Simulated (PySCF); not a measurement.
Mo(NH)(S)(Cl)(SH) (ClH2MoNS2), SMILES [NH]=[Mo](=[S])([SH])[Cl], multiplicity 1.

Coordinates come from a PBE0-D3(BJ)/def2-SVP optimisation. The spin state was assumed, not searched. The structure was generated by enumeration; whether it is a known compound was not checked. The def2 effective core potentials stand for the cores of Mo; spin–orbit coupling is left out. One conformer was computed; it need not be the lowest.

Calculation: PBE0-D3(BJ)/def2-SVP run with PySCF 2.14.0.

Frequencies are harmonic and unscaled.

Question: List the normal modes with their intensities. (An estimate is asked for; the answer gives what the named calculation found.)

Answer: 
| mode | ν (cm⁻¹) | IR (km/mol) | moving atoms (share of kinetic energy) |
|---|---|---|---|
| 1 | 115 | 0.2 | S 42 %, Cl 40 %, Mo 14 % |
| 2 | 144 | 0.3 | S 57 %, Cl 28 %, Mo 13 % |
| 3 | 150 | 1.4 | S 56 %, Mo 26 % |
| 4 | 197 | 5.0 | N 53 %, H 22 %, S 10 %, Cl 10 % |
| 5 | 244 | 9.2 | N 47 %, S 22 %, H 21 % |
| 6 | 343 | 37.5 | H 88 % |
| 7 | 396 | 9.7 | S 43 %, Cl 35 %, Mo 15 % |
| 8 | 420 | 42.9 | Mo 36 %, Cl 31 %, S 28 % |
| 9 | 532 | 224.8 | H 69 %, N 23 % |
| 10 | 583 | 20.4 | S 62 %, Mo 22 %, H 16 % |
| 11 | 627 | 20.0 | H 83 %, S 9 % |
| 12 | 684 | 76.6 | H 75 %, N 19 % |
| 13 | 1039 | 77.6 | N 78 %, Mo 14 % |
| 14 | 2689 | 6.4 | H 97 % |
| 15 | 3604 | 242.9 | H 93 % |
